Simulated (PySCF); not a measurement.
(Z)-1-bromobut-1-en-3-yne (C4H3Br), SMILES C(=C/C#C)/Br. The structure is a stationary point at B3LYP-D3(BJ)/def2-SVP.

Computed equilibrium geometry at B3LYP-D3(BJ)/def2-SVP (PySCF confirms it by a frequency run) as Cartesian coordinates in Å, and its point group:
point group Cs.
```xyz
8

C     -1.0052     2.7888     0.0000
C     -0.0172     2.0829     0.0000
C      1.1585     1.2874     0.0000
C      1.2126    -0.0563     0.0000
Br    -0.2996    -1.1782     0.0000
H     -1.8855     3.4034     0.0000
H      2.1195     1.8161     0.0000
H      2.1593    -0.5981     0.0000
```
Charge 0, spin multiplicity 1.
